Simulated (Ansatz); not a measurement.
Molecule: CH6BN2O, net charge 0, doublet state. It need not be the lowest isomer of its formula. SMILES: COB([NH])N
Coordinates optimised at B3LYP-D3(BJ)/def2-TZVP (Ansatz, a program for electronic structure):
```
B
O 1 1.3760
N 1 1.4088 2 118.11
H 3 1.0034 1 123.19 2 174.91
H 3 1.0053 4 115.00 1 176.81
C 2 1.4193 1 121.39 3 178.78
H 6 1.0890 2 107.55 1 174.39
H 6 1.0926 7 109.06 2 121.04
H 6 1.0943 7 108.54 8 118.40
N 1 1.4613 2 121.26 6 -5.18
H 10 1.0210 1 115.05 2 78.66
```
Charge 0, spin multiplicity 2.

Computed values are from Ansatz. Cores are frozen in the correlated levels unless marked. UHF or UKS for open shells. Spin-orbit coupling is left out. No relativistic terms. Basis-set limits of correlation are two-point, X^-3; Hartree-Fock from the larger set.

**Question.** What is the T1 diagnostic at CCSD/cc-pVQZ?

**Answer.** 0.012.

**Question.** What is the dipole moment at CCSD(T)/aug-cc-pVDZ?

**Answer.** 1.22 D.

**Question.** What is the total energy at CCSD(T)/CBS(cc-pVTZ,cc-pVQZ)?

**Answer.** -251.0581 Eh.

**Question.** What is the atomisation energy De at CCSD(T)/CBS(cc-pVTZ,cc-pVQZ)?

**Answer.** 1005.9 kcal/mol.
